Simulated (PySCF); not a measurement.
Atoms are numbered as in `[CH2:1]=[C:2]([CH3:3])/[CH:4]=[C:5](\[CH:6]=[O:7])[SiH2:8][CH:9]=[O:10]`. Hydrogens are named by the atom that carries them. Ha(C1) is cis to C3; Hb(C1) is trans to C3.

Computed data (PySCF 2.14): NMR shieldings at PBE0/pcSseg-1/GIAO, geometry: GFN2-xTB. In vacuum, equivalent nuclei averaged, relativity neglected, single conformer.

Referencing at the same level of theory: ¹³C (186.93 ppm) and ¹H (31.72 ppm) and ²⁹Si (349.16 ppm) vs TMS; H2O for ¹⁷O (336.08 ppm).

```csv
atoms,nucleus,count,Hirshfeld charge,δ (ppm)
C9,¹³C,1,0.04,236.4
H(Si8),¹H,2,-0.07,?
H(C9),¹H,1,0.03,12.24
C4,¹³C,1,0.00,167.0
H(C6),¹H,1,0.04,10.03
C5,¹³C,1,-0.10,151.5
C6,¹³C,1,0.11,?
O10,¹⁷O,1,-0.22,863.3
Hb(C1),¹H,1,0.05,?
H(C3),¹H,3,0.05,2.07
H(C4),¹H,1,0.06,7.72
O7,¹⁷O,1,-0.21,647.6
Si8,²⁹Si,1,0.32,-66.4
Ha(C1),¹H,1,0.05,?
C2,¹³C,1,0.02,148.2
C3,¹³C,1,-0.11,25.0
C1,¹³C,1,-0.08,?
```

Q: Complete the table.

A: 
- C6: 198.8 ppm, aldehyde carbonyl carbon; low-lying n→π* states of the double bond to the heteroatom give a large paramagnetic term (-264 ppm)
- C1: 133.8 ppm, terminal =CH2 carbon; as expected for a trigonal carbon in a double bond
- Ha(C1): 5.81 ppm, hydrogen on a terminal =CH2 carbon; a vinylic proton, deshielded by the sp2 carbon and the C=C anisotropy
- Hb(C1): 5.42 ppm, hydrogen on a terminal =CH2 carbon; a vinylic proton, deshielded by the sp2 carbon and the C=C anisotropy
- H(Si8): 4.30 ppm, hydrogen on a silicon bonded to 2 C

Shifts are as computed. Against solution values, carbons near 30 ppm lie about +3 ppm off and those near 130 ppm about +5 ppm. Of 1309 compounds with measured shifts, 239 miss one by over three times the rms of a fit or turn the order of signals round; such compounds aren't used in these exercises. Unscaled 17O shifts of doubly bonded oxygen tend to come out too high, by tens of ppm or more. Experimental scales use liquid or dissolved standards, which lie at an offset from isolated H2O (liquid H2O: subtract about 36 ppm).
